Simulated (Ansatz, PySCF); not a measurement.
BH4O3, SMILES OB(O)[OH2+], charge +1.

Geometry optimised at PBE0-D3(BJ)/def2-SVP. The isomer is the one that the SMILES or the coordinates give; other isomers of the formula were not compared. The values are those of a single conformer.

Vertical ionisation energy (IE) and electron affinity (EA) in eV. Rows of orbital energies are one-electron estimates. Where ΔSCF, EOM or ADC give a negative EA the extra electron is unbound and the value depends on the basis.

```
level                                                                        IE          EA
-------------------------------------------------------------------  ----------  ----------
−ε(HOMO), −ε(LUMO), ωB97X/def2-TZVPD (PySCF)                         (withheld)  (withheld)
−ε(HOMO), −ε(LUMO), PBE/def2-TZVPD (PySCF)                                13.69        6.83
ΔSCF, PBE0/def2-SVPD (Ansatz), final states of multiplicity 2 and 2       18.15        4.30
ΔSCF, PBE/def2-SVPD (Ansatz), final states of multiplicity 2 and 2        17.87        4.48
```

Problem. Complete the blanks. (Estimate from the structure and the level; the computed values follow.)

Solution. 
- −ε(HOMO), −ε(LUMO), ωB97X/def2-TZVPD (PySCF), IE: 17.90
- −ε(HOMO), −ε(LUMO), ωB97X/def2-TZVPD (PySCF), EA: 3.85

Problem. What vertical singlet–triplet gap does ΔSCF give with PBE0/def2-SVPD (Ansatz, a program for electronic structure) and with PBE/def2-SVPD (Ansatz)? (An estimate is asked for; the answer gives what the named calculation found.)

Solution. 8.61 and 8.06 eV (triplet above singlet where positive).
